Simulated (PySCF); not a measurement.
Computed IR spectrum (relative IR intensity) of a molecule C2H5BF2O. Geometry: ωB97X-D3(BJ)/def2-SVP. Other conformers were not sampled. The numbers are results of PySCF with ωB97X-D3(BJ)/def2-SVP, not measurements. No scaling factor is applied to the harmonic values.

```csv
ν (cm⁻¹),relative intensity
472,2.5
691,19
1119,2.5
1158,12
1381,13
1427,21
1442,72
1487,2.3
1496,36
1553,100
3072,2.3
3089,6.6
3172,3.9
3178,4.6
```

Which structure fits?
A. OCCB(F)F
B. CCOB(F)F
C. OB(CF)CF
D. COB(F)CF

B, CCOB(F)F
